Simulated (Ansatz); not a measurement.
Consider the formal exchange of groups at a B–Si bond: `CB[SiH2]CC` + `BN` → `CBBN` + `CC[SiH3]`.

Gas-phase electronic energies from Ansatz, PBE0-D4/def2-TZVP geometries. CCSD(T)/CBS adds triple-zeta CCSD(T) − MP2 to the extrapolated MP2 energy (def2 sets, frozen cores). This one scheme is used for every species. Functionals use def2-TZVPP. B3LYP here is the variant with VWN-RPA as its local correlation; programs differ in this. Each species was taken in one conformer, which may not be the lowest.

(1) Is it downhill or uphill in electronic energy at CCSD(T)/CBS, and by how much? (Best estimate.)

(2) What do these levels give: PBE0-D4, ωB97M-V, B2PLYP, PBE, B3LYP, HF/def2-TZVPP, SCS-MP2/def2-TZVPP, CCSD(T)/def2-TZVPP, HF/def2-QZVPP, SCS-MP2/def2-QZVPP, MP2/CBS(def2), CCSD/CBS(def2)? (Estimate.)

Largest T1 diagnostic among the species: 0.012.

Answers

(1) Ansatz gave: Uphill: ΔE = +1.1 kcal/mol.

(2) The calculation gave: PBE0-D4 1.0, ωB97M-V 0.7, B2PLYP 0.1, PBE 0.3, B3LYP -0.5, HF/def2-TZVPP -0.8, SCS-MP2/def2-TZVPP 0.8, CCSD(T)/def2-TZVPP 1.2, HF/def2-QZVPP -0.9, SCS-MP2/def2-QZVPP 0.7, MP2/CBS(def2) 1.1, CCSD/CBS(def2) 0.8 kcal/mol.

The D4 term adds +1.2 kcal/mol with B3LYP and +0.8 kcal/mol with PBE0; it sums over pairs of atoms, weighted by their polarisabilities, and B3LYP, whose exchange is more repulsive, gets the larger term. In def2-TZVPP, CCSD(T) changes the Hartree–Fock value by +2.0 kcal/mol (the triples alone add +0.4 kcal/mol) and MP2 by +1.9 kcal/mol.
